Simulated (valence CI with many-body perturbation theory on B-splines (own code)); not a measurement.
**E1 line list for As18+**

Method: valence CI with perturbative core correlation (CI+MBPT): five valence electrons over a frozen Dirac-Fock core [Ne], radial functions for each j: 11 s, 11 p, 10 d, 8 f, 5 g, 2 h, with the one-electron correlation potential Σ1, the two-electron term Σ2, the three-electron term Σ3, Breit, model QED; selected CI, second order for the rest, scaled by the run's own slope (own B-spline code, finite nucleus).

No measured levels were compared; by estimate levels of excited configurations hold to 0.05 to 0.15 % of their energy, terms of the ground configuration to about 0.5 %. Among the levels kept, up to 3300 cm⁻¹ of a level comes from second order outside the variational space, and about a tenth of that is noise between levels of different J, which matters for small intervals.

Lines 1 to 50 of 588 in falling wavelength, among levels below 204.01 eV, chosen from the strongest by gf and those to the six lowest levels. Wavelengths and rates use the calculated energies, so an error of 300 cm⁻¹ moves a line at 32.52 nm by 0.098 % and its rate by three times that or more. Electric multipoles are in the length gauge, E1 and E2 with the static RPA response of the core. Weak lines are less certain than strong ones. Lines between different terms over intervals too small for the method are left out, as are lines whose strength nearly cancels. Where a level lies close to another of its J and parity, the split of strength between their lines is uncertain. The highest levels of a list are the least certain.

Names give the largest LS component (configuration and term), which can be under half, so a name can repeat, a term be missing and a line seem to break the LS rules; names also repeat where a configuration has a term twice. Letters in brackets count levels of one name in rising energy.

| λ vac (nm) | Upper | Lower | A (s⁻¹) | S (a.u.) |
| --- | --- | --- | --- | --- |
| 32.52 | 3p4.3d 4F_9/2 | 3s.3p3.3d 4D°_7/2 [d] | 7.14e+08 | 1.21e-01 |
| 32.43 | 3s.3p4 4P_3/2 | 3s2.3p3 2P°_3/2 | 7.98e+07 | 5.37e-03 |
| 30.15 | 3p4.3d 4F_9/2 | 3s.3p3.3d 2F°_7/2 [b] | 9.42e+08 | 1.27e-01 |
| 28.44 | 3s.3p4 4P_5/2 | 3s2.3p3 2D°_5/2 | 1.89e+08 | 1.29e-02 |
| 28.15 | 3s.3p4 4P_1/2 | 3s2.3p3 2P°_1/2 | 1.88e+08 | 4.13e-03 |
| 26.94 | 3p4.3d 2G_7/2 | 3s.3p3.3d 2G°_7/2 [b] | 2.12e+09 | 1.64e-01 |
| 26.89 | 3s.3p4 4P_5/2 | 3s2.3p3 2D°_3/2 | 3.23e+08 | 1.86e-02 |
| 26.38 | 3s.3p4 2D_3/2 | 3s2.3p3 2P°_3/2 | 7.23e+07 | 2.62e-03 |
| 25.92 | 3s.3p4 4P_3/2 | 3s2.3p3 2D°_5/2 | 9.13e+07 | 3.14e-03 |
| 25.83 | 3p5 2P°_3/2 | 3s2.3p2.3d 2P_3/2 [a] | 3.31e+09 | 1.13e-01 |
| 25.49 | 3s.3p4 2D_5/2 | 3s2.3p3 2P°_3/2 | 1.15e+09 | 5.64e-02 |
| 24.46 | 3s.3p3.3d 4F°_9/2 [a] | 3s2.3p2.3d 4F_9/2 | 1.25e+09 | 9.04e-02 |
| 24.23 | 3p4.3d 2D_3/2 | 3s.3p3.3d 4P°_5/2 [b] | 3.43e+09 | 9.62e-02 |
| 24.18 | 3p4.3d 4F_9/2 | 3s.3p3.3d 4F°_9/2 [b] | 2.44e+09 | 1.70e-01 |
| 24.05 | 3s.3p4 2D_3/2 | 3s2.3p3 2P°_1/2 | 3.51e+08 | 9.63e-03 |
| 24.03 | 3s.3p4 4P_1/2 | 3s2.3p3 2D°_3/2 | 1.05e+08 | 1.44e-03 |
| 23.98 | 3p4.3d 4F_9/2 | 3s.3p3.3d 4D°_7/2 [b] | 1.02e+09 | 6.93e-02 |
| 23.14 | 3s.3p4 4P_5/2 | 3s2.3p3 4S°_3/2 | 2.96e+09 | 1.08e-01 |
| 23.06 | 3p4.3d 2G_7/2 | 3s.3p3.3d 4F°_7/2 [b] | 2.05e+09 | 9.91e-02 |
| 22.50 | 3p5 2P°_3/2 | 3s.3p4 2D_5/2 | 7.17e+09 | 1.61e-01 |
| 22.24 | 3s2.3p2.3d 2P_3/2 [a] | 3s2.3p3 2P°_3/2 | 8.59e+08 | 1.87e-02 |
| 22.03 | 3s.3p3.3d 4G°_11/2 | 3s2.3p2.3d 4F_9/2 | 6.73e+09 | 4.26e-01 |
| 21.97 | 3s.3p3.3d 4S°_3/2 | 3s2.3p2.3d 4P_5/2 | 3.88e+09 | 8.13e-02 |
| 21.91 | 3s.3p4 2D_3/2 | 3s2.3p3 2D°_5/2 | 1.09e+08 | 2.27e-03 |
| 21.46 | 3s.3p3.3d 4G°_9/2 | 3s2.3p2.3d 4F_7/2 | 7.58e+09 | 3.69e-01 |
| 21.44 | 3s.3p4 4P_3/2 | 3s2.3p3 4S°_3/2 | 4.23e+09 | 8.24e-02 |
| 21.29 | 3s.3p4 2D_5/2 | 3s2.3p3 2D°_5/2 | 5.44e+09 | 1.55e-01 |
| 21.28 | 3p4.3d 2G_7/2 | 3s.3p3.3d 2G°_9/2 [a] | 2.44e+09 | 9.27e-02 |
| 21.14 | 3s.3p3.3d 2F°_7/2 [c] | 3s2.3p2.3d 2F_7/2 [b] | 2.54e+09 | 9.47e-02 |
| 21.11 | 3s.3p3.3d 4D°_7/2 [c] | 3s2.3p2.3d 4P_5/2 | 1.70e+09 | 6.33e-02 |
| 20.99 | 3s.3p4 4P_1/2 | 3s2.3p3 4S°_3/2 | 4.63e+09 | 4.22e-02 |
| 20.98 | 3s.3p4 2D_3/2 | 3s2.3p3 2D°_3/2 | 7.63e+09 | 1.39e-01 |
| 20.90 | 3s.3p3.3d 4F°_9/2 [b] | 3s2.3p2.3d 4D_7/2 | 3.31e+09 | 1.49e-01 |
| 20.75 | 3s.3p3.3d 4G°_7/2 | 3s2.3p2.3d 4F_5/2 | 8.08e+09 | 2.85e-01 |
| 20.75 | 3p4.3d 4F_9/2 | 3s.3p3.3d 4G°_11/2 | 8.30e+09 | 3.66e-01 |
| 20.56 | 3s2.3p2.3d 2P_3/2 [a] | 3s2.3p3 2P°_1/2 | 9.53e+08 | 1.63e-02 |
| 20.54 | 3s.3p3.3d 2G°_9/2 [a] | 3s2.3p2.3d 2F_7/2 [a] | 4.18e+09 | 1.79e-01 |
| 20.41 | 3p4.3d 4D_7/2 | 3s.3p3.3d 4F°_9/2 [a] | 1.21e+10 | 4.05e-01 |
| 20.38 | 3s.3p3.3d 4G°_5/2 | 3s2.3p2.3d 4F_3/2 | 7.79e+09 | 1.95e-01 |
| 20.35 | 3p4.3d 4F_9/2 | 3s.3p3.3d 4G°_9/2 | 2.75e+09 | 1.15e-01 |
| 20.27 | 3s.3p4 2S_1/2 [a] | 3s2.3p3 2P°_1/2 | 6.68e+09 | 5.50e-02 |
| 20.16 | 3p4.3d 4D_5/2 | 3s.3p3.3d 4F°_7/2 [a] | 1.17e+10 | 2.85e-01 |
| 20.09 | 3s.3p3.3d 2G°_7/2 [a] | 3s2.3p2.3d 2F_5/2 | 2.94e+09 | 9.41e-02 |
| 19.97 | 3s.3p3.3d 2P°_3/2 [b] | 3s2.3p2.3d 2P_1/2 [b] | 3.68e+09 | 5.78e-02 |
| 19.86 | 3p4.3d 2G_7/2 | 3s.3p3.3d 4G°_9/2 | 3.90e+09 | 1.20e-01 |
| 19.84 | 3s.3p3.3d 4F°_7/2 [b] | 3s2.3p2.3d 4D_5/2 | 3.40e+09 | 1.05e-01 |
| 19.79 | 3s.3p4 2S_1/2 [b] | 3s2.3p3 2P°_3/2 | 7.59e+09 | 5.81e-02 |
| 19.77 | 3p4.3d 4D_3/2 | 3s.3p3.3d 4F°_5/2 [a] | 1.15e+10 | 1.75e-01 |
| 19.72 | 3s.3p3.3d 2G°_7/2 [b] | 3s2.3p2.3d 2G_7/2 | 6.41e+09 | 1.94e-01 |
| 19.68 | 3s.3p3.3d 4D°_7/2 [b] | 3s2.3p2.3d 4D_5/2 | 2.98e+09 | 8.95e-02 |
